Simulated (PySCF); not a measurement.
**Correlation energy of Si⁺ (silicon, charge +1)**

[Ne] 3s2 3p1, 2P determinant. Calculation: PySCF 2.14, in aug-cc-pwCVDZ (6s5p3d, 36 functions); no relativity, point nucleus. Frozen: [Ne]; 3 electrons correlated.

MP2 pair energies summed by pair of shells (mhartree):

```
 pair  energy  share (%)
3s-3s  -20.73       57.8
3s-3p  -15.16       42.2
```

Total MP2 correlation energy: -35.89 mhartree.

Same-spin part -2.35 and opposite-spin part -33.54 mhartree; SCS-MP2 scales them by 1/3 and 6/5 to -41.03 mhartree.
